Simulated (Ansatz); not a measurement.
## Ansatz (development build ahead of 0.2.0) run

```yaml
crystal:
  periodic: [false, false, false]
  atoms:
    - { symbol: Au, position_ang: [0.0, 0.0, 0.0] }
    - { symbol: O, position_ang: [0.0, 0.0, 1.85] }
basis:
  gaussian: { orbitals: def2-SVP }
magnetization:
  spin_polarized: true
  initial_magnetization: 1
hamiltonian:
  xc: hf
scf:
  omitted_lower_state_checks: [starts, atomic_configurations, cluster_reference, orbital_swaps, given_window_search, neighbouring_geometries, increment]
output:
  forces: true
```

The input is written out in the form of the current development build from the run's settings. The basis set brings a core potential for Au, so the total leaves out those core electrons.

The run gave:

```yaml
Converged: yes
Total_energy: -209.48794 hartree
Spin_squared_of_the_determinant: 0.826
Stability_test: minimum
```

Forces (eV/Å):
```json
{"atom": "Au1", "Fx": "0.000", "Fy": "0.000", "Fz": "-3.331"}
{"atom": "O2", "Fx": "0.000", "Fy": "0.000", "Fz": "3.331"}
```
